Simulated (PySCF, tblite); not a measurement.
Isomers of C8H15PS. All values are computed: GFN2-xTB (tblite) harmonic vibrations without scaling, gas phase. Errors from tens to a few hundred cm⁻¹ against measured bands are possible. One conformer each.

Electronic energies: PBE0-D3(BJ)/def2-SVP at its own geometries (PySCF, gas phase).

| SMILES | electronic energy, lowest = 0 (kJ/mol) |
| --- | --- |
| C1CC(P2CCSCC2)C1 | 143.3 |
| C=C[P@@](=S)(C(=C)C)C(C)C | 135.2 |
| CCC1=C(C)CC[P@@]1(C)=S | 0.0 |
| CC(C)CP1(=S)CC=CC1 | 29.9 |

**Question.** How do GFN2-xTB zero-point energies change the relative energies?

**Answer.** 
| SMILES | ZPE (kJ/mol) | of it from modes above 1550 cm⁻¹ | electronic (kJ/mol) | with ZPE, lowest = 0 (kJ/mol) | lowest mode (cm⁻¹) | rings |
| --- | --- | --- | --- | --- | --- | --- |
| CCC1=C(C)CC[P@@]1(C)=S | 549.2 | 278.8 | 0.0 | 0.0 | 59 | 1 |
| CC(C)CP1(=S)CC=CC1 | 550.2 | 278.7 | 29.9 | 30.8 | 35 | 1 |
| C=C[P@@](=S)(C(=C)C)C(C)C | 539.8 | 291.8 | 135.2 | 125.7 | 35 | 0 |
| C1CC(P2CCSCC2)C1 | 555.5 | 266.4 | 143.3 | 149.5 | 40 | 2 |

The zero-point energies span 15.7 kJ/mol, from `C=C[P@@](=S)(C(=C)C)C(C)C` to `C1CC(P2CCSCC2)C1`. The order is unchanged.

**Question.** And how do the electronic energies of GFN2-xTB itself compare?

**Answer.** `CCC1=C(C)CC[P@@]1(C)=S` 0.0; `CC(C)CP1(=S)CC=CC1` 27.2; `C=C[P@@](=S)(C(=C)C)C(C)C` 157.7; `C1CC(P2CCSCC2)C1` 121.7 kJ/mol, lowest = 0. Against the energies above, taken from the same isomer `CCC1=C(C)CC[P@@]1(C)=S`, the largest difference is 22.5 kJ/mol. The two levels were optimised apart and needn't hold the same conformer.

**Question.** What do entropy and thermal enthalpy add at 298.15 K and 1 bar (rigid rotor, harmonic oscillator, one conformer each)?

**Answer.** 
```csv
SMILES,point group,symmetry number,S (J/(mol K)),H − H(0) (kJ/mol),ZPE + H − H(0) − TS (kJ/mol)
CCC1=C(C)CC[P@@]1(C)=S,C1,1,472.4,36.97,445.4
CC(C)CP1(=S)CC=CC1,C1,1,459.1,34.75,448.1
C=C[P@@](=S)(C(=C)C)C(C)C,C1,1,500.6,40.32,430.8
C1CC(P2CCSCC2)C1,Cs,1,443.5,31.94,455.2
```
